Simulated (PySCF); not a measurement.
Z-matrix (Å, degrees):
```
In
H 1 1.7364
H 1 1.7364 2 120.00
H 1 1.7364 2 120.00 3 -179.99
```
Charge 0, multiplicity 1.

Q: Estimate the HOMO–LUMO gap, LUMO and HOMO that PBE-D3(BJ)/def2-TZVP in PySCF returns for this input.

A: 
```json
{
 "HOMO–LUMO gap": "4.34 eV",
 "LUMO": "-2.65 eV",
 "HOMO": "-6.99 eV"
}
```
